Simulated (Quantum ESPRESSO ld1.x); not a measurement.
Problem. Species: Mg10+. Configuration: [He] (the NIST ground configuration). All-electron calculation, scalar-relativistic Kohn-Sham, LDA (Slater exchange, Perdew-Wang correlation), spin-polarised, spherical densities, point nucleus. Program: ld1.x of Quantum ESPRESSO 7.5. Some entries of the table are withheld. Estimate them.

| orbital | occ. | eigenvalue (eV) | <r> (bohr) | r(max) (bohr) |
|---|---|---|---|---|
| 1s | 2 | -1681.92 | 0.1294 | (1) |
| 2s | 0 | -376.785 | 0.5460 | 0.469 |
| 2p | 0 | (2) | 0.4695 | (3) |

Solution. 
(1) 1s r(max) (bohr): 0.085
(2) 2p eigenvalue (eV): -361.642
(3) 2p r(max) (bohr): 0.372
